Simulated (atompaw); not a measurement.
## An all-electron radial function and its pseudo partner (promethium)

Columns: radius, all-electron u(r) and pseudo u(r) of the 5d shell (level -2.98 eV) of promethium in the configuration [Kr] 4d10 4f4 5s2 5p6 5d1 6s2 6p0; LDA (PW92), scalar-relativistic, PAW (atompaw) scheme, atompaw 4.2.0.5.

| r (bohr) | all-electron | pseudo |
| --- | --- | --- |
| 0.115 | 0.1591 | 0.0003 |
| 0.231 | 0.0877 | 0.0027 |
| 0.346 | -0.1311 | 0.0090 |
| 0.462 | -0.2579 | 0.0208 |
| 0.577 | -0.2566 | 0.0393 |
| 0.692 | -0.1718 | 0.0651 |
| 0.808 | -0.0475 | 0.0987 |
| 0.923 | 0.0840 | 0.1392 |
| 1.038 | 0.2073 | 0.1859 |
| 1.154 | 0.3156 | 0.2378 |
| 1.269 | 0.4046 | 0.2922 |
| 1.385 | 0.4760 | 0.3479 |
| 1.500 | 0.5301 | 0.4017 |
| 1.615 | 0.5698 | 0.4519 |
| 1.731 | 0.5974 | 0.4971 |
| 1.846 | 0.6145 | 0.5346 |
| 1.962 | 0.6234 | 0.5642 |
| 2.077 | 0.6254 | 0.5848 |
| 2.192 | 0.6222 | 0.5966 |
| 2.308 | 0.6147 | 0.6004 |
| 2.423 | 0.6042 | 0.5972 |
| 2.538 | 0.5912 | 0.5884 |
| 2.654 | 0.5762 | 0.5754 |
| 2.769 | 0.5601 | 0.5600 |
| 2.885 | 0.5430 | 0.5430 |
| 3.000 | 0.5254 | 0.5254 |

**Question.** How many radial nodes do the two functions have?

**Answer.** The all-electron 5d function has n − l − 1 = 2; the pseudo-wave has 0, since the states of the same l below it are removed with the core.

**Question.** Is the pseudo-wave norm-conserving?

**Answer.** No, it belongs to a PAW set: the norm inside the radius is not constrained, and the difference is carried by the augmentation charge.
